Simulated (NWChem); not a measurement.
The numbers come from NWChem runs, not from measurements. System: CF, charge 1, spin multiplicity 1, displaced from the optimised geometry. The structure started from a generated list of species. Level: CCSD(T)/cc-pVDZ, 2 core orbitals frozen, spin-restricted.

Output (cleaned and shortened):

```
             Northwest Computational Chemistry Package (NWChem) 7.3.0
             --------------------------------------------------------

                                NWChem Input Module
                                -------------------

 Scaling coordinates for geometry "geometry" by  1.889725989
 (inverse scale =  0.529177249)

                             Geometry "geometry" -> ""
                             -------------------------

 Output coordinates in angstroms (scale by  1.889725989 to convert to a.u.)

  No.       Tag          Charge          X              Y              Z
 ---- ---------------- ---------- -------------- -------------- --------------
    1 C                    6.0000     0.00000000     0.00000000     0.69209600
    2 F                    9.0000     0.00000000     0.00000000    -1.03814300

 Effective nuclear repulsion energy (a.u.)      16.5153897502

            Nuclear Dipole moment (a.u.)
            ----------------------------
        X                 Y               Z
 ---------------- ---------------- ----------------
     0.0000000000     0.0000000000    -9.8090214759


 Summary of "ao basis" -> "" (spherical)
 ------------------------------------------------------------------------------
       Tag                 Description            Shells   Functions and Types
 ---------------- ------------------------------  ------  ---------------------
 *                          cc-pvdz                   on all atoms

 Summary of "ao basis" -> "ao basis" (spherical)
 ------------------------------------------------------------------------------
       Tag                 Description            Shells   Functions and Types
 ---------------- ------------------------------  ------  ---------------------
 C                          cc-pvdz                  6       14   3s2p1d
 F                          cc-pvdz                  6       14   3s2p1d

                                 NWChem SCF Module
                                 -----------------

  ao basis        = "ao basis"
  functions       =    28
  atoms           =     2
  closed shells   =     7
  open shells     =     0
  charge          =   1.00
  wavefunction    = RHF
  use symmetry    = F
  symmetry adapt  = F

 Summary of "ao basis" -> "ao basis" (spherical)
 ------------------------------------------------------------------------------
       Tag                 Description            Shells   Functions and Types
[...]
task         4 out of        78 done   5%  at       0.0 secs
task         8 out of        78 done  10%  at       0.0 secs
task        12 out of        78 done  15%  at       0.1 secs
task        16 out of        78 done  20%  at       0.1 secs
task        20 out of        78 done  25%  at       0.1 secs
task        24 out of        78 done  30%  at       0.1 secs
task        28 out of        78 done  35%  at       0.1 secs
task        32 out of        78 done  41%  at       0.1 secs
task        36 out of        78 done  46%  at       0.2 secs
task        39 out of        78 done  50%  at       0.2 secs
task        43 out of        78 done  55%  at       0.2 secs
task        47 out of        78 done  60%  at       0.2 secs
task        51 out of        78 done  65%  at       0.3 secs
task        55 out of        78 done  70%  at       0.3 secs
task        59 out of        78 done  75%  at       0.3 secs
task        63 out of        78 done  80%  at       0.3 secs
task        67 out of        78 done  85%  at       0.3 secs
task        71 out of        78 done  91%  at       0.3 secs
task        75 out of        78 done  96%  at       0.3 secs
task        78 out of        78 done 100%  at       0.3 secs
 commencing triples evaluation - blocking       1
 ccsd(t): done        1 out of       21 progress:    4.8%
 ccsd(t): done        2 out of       21 progress:    9.5%
 ccsd(t): done        3 out of       21 progress:   14.3%
 ccsd(t): done        4 out of       21 progress:   19.0%
 ccsd(t): done        5 out of       21 progress:   23.8%
 ccsd(t): done        6 out of       21 progress:   28.6%
 ccsd(t): done        7 out of       21 progress:   33.3%
 ccsd(t): done        8 out of       21 progress:   38.1%
 ccsd(t): done        9 out of       21 progress:   42.9%
 ccsd(t): done       10 out of       21 progress:   47.6%
 ccsd(t): done       11 out of       21 progress:   52.4%
 ccsd(t): done       12 out of       21 progress:   57.1%
 ccsd(t): done       13 out of       21 progress:   61.9%
 ccsd(t): done       14 out of       21 progress:   66.7%
 ccsd(t): done       15 out of       21 progress:   71.4%
 ccsd(t): done       16 out of       21 progress:   76.2%
 ccsd(t): done       17 out of       21 progress:   81.0%
 ccsd(t): done       18 out of       21 progress:   85.7%
 ccsd(t): done       19 out of       21 progress:   90.5%
 ccsd(t): done       20 out of       21 progress:   95.2%
 ccsd(t): done       21 out of       21 progress:  100.0%
 Time for integral evaluation pass     1        0.33
 Time for triples evaluation pass      1        0.06

 pseudo-e(mp4)  -0.33565121426972E-01
 pseudo-e(mp5)   0.13709544015284E-01
        e(t)    -0.19855577411687E-01

 --------------
 CCSD(T) Energy
 --------------
 Reference energy:                    -136.651053845309178

 CCSD corr. energy:                     -0.329805451400604
 T(CCSD) corr. energy:                  -0.033565121426972
 Total CCSD+T(CCSD) energy:           -137.014424418136741

 CCSD corr. energy:                     -0.329805451400604
 (T) corr. energy:                      -0.019855577411687
 Total CCSD(T) energy:                -137.000714874121456

 routine      calls  cpu(0)   cpu-min  cpu-ave  cpu-max   i/o
 aoccsd          1     0.00     0.00     0.00     0.00    0.00
 iterdrv         1     0.01     0.01     0.01     0.01    0.00
 pampt          17     0.02     0.02     0.02     0.02    0.00
 t2pm           17     0.03     0.03     0.03     0.03    0.00
 sxy            17     0.04     0.04     0.04     0.04    0.00
 ints       103428     3.33     3.33     3.33     3.33    0.00
 t2eri        1326     0.16     0.16     0.16     0.16    0.00
 idx2         1326     0.09     0.09     0.09     0.09    0.00
 idx34          17     0.01     0.01     0.01     0.01    0.00
 ht2pm          17     0.03     0.03     0.03     0.03    0.00
 itm            17     0.09     0.09     0.09     0.09    0.00
 pdiis          17     0.01     0.01     0.01     0.01    0.00
 triples         1     0.00     0.00     0.00     0.00    0.00
 rdtrpo          1     0.00     0.00     0.00     0.00    0.00
 trpmos          1     0.33     0.33     0.33     0.33    0.00
 trpdrv          1     0.02     0.02     0.02     0.02    0.00
 dovvv        3150     0.01     0.01     0.01     0.01    0.00
 doooo        3150     0.01     0.01     0.01     0.01    0.00
 tengy        2625     0.02     0.02     0.02     0.02    0.00
 Total                 4.22     4.22     4.22     4.22    0.00

 Task  times  cpu:        4.8s     wall:        4.8s

 Total times  cpu:        4.8s     wall:        4.8s
```

Question: Write an NWChem input that would produce this output.

Answer: Several could match; the one computed here: 
```
start mol
memory heap 100 mb stack 700 mb global 1900 mb
charge 1
geometry units angstroms nocenter noautoz noautosym
  C      0.000000     0.000000     0.692096
  F      0.000000     0.000000    -1.038143
end
basis spherical
  * library cc-pvdz
end
scf
  rhf
  nopen 0
  maxiter 100
  thresh 1e-7
  semidirect memsize 60000000 filesize 0
end
ccsd
  freeze core 2
  maxiter 60
end
task ccsd(t) energy
```
